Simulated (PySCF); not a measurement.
# Calculated NMR data

- spin–spin couplings from B3LYP/pcJ-1
- shielding tensors at PBE0/pcSseg-1 (GIAO)
- GFN2-xTB structure
- program: PySCF
- one conformer, no solvent model, one averaged value for each set of equivalent atoms, no relativistic terms

Scale: $^{1}$H (σ = 31.72 ppm), $^{13}$C (σ = 186.93 ppm) against TMS (reference shieldings calculated alike). Multiplet labels drop J under 1 Hz and among equivalent protons, and merge close values. Unscaled 3J(H,H) run several per cent high. Where no couplings were computed, multiplicities follow the n + 1 count of equivalent neighbours, and m marks all less simple cases (inequivalent or close neighbours, rings, F or P nearby). One-bond C–F couplings are unscaled and too large by tens of Hz. Shifts are as computed. Against solution values, carbons near 30 ppm lie about +3 ppm off and those near 130 ppm about +5 ppm. Of 1211 compounds with measured shifts, 218 miss one by over three times the rms of a fit or turn the order of signals round; such compounds aren't used in these exercises.

**1.** 1-naphthonitrile (SMILES N#Cc1cccc2ccccc12). $^{1}$H NMR (400 MHz, computed): δ 8.84 (d, 1H), 8.34 (d, 1H), 8.31 (d, 1H), 8.25 (d, 1H), 8.13 (m, 1H), 8.03 (m, 1H), 7.90 (m, 1H). $^{13}$C{$^{1}$H} NMR (computed): δ 140.3, 138.9, 137.8, 136.4, 134.6, 134.5, 133.3, 132.6, 130.5, 123.7, 115.1.

**2.** SMILES O=C=C/C=C\F, C$_{4}$H$_{3}$FO. $^{1}$H NMR (400 MHz, computed): δ 6.67 (dd, J = 88.7, 5.7 Hz, 1H), 5.14 (ddd, J = 31.9, 11.2, 5.7 Hz, 1H), 4.61 (dd, J = 11.2, 1.1 Hz, 1H). $^{13}$C{$^{1}$H} NMR (computed): δ 208.5 (C), 153.2 (CH, d, J = 329.0 Hz), 103.4 (CH, d, J = 4.2 Hz), 21.5 (CH, d, J = 9.7 Hz).
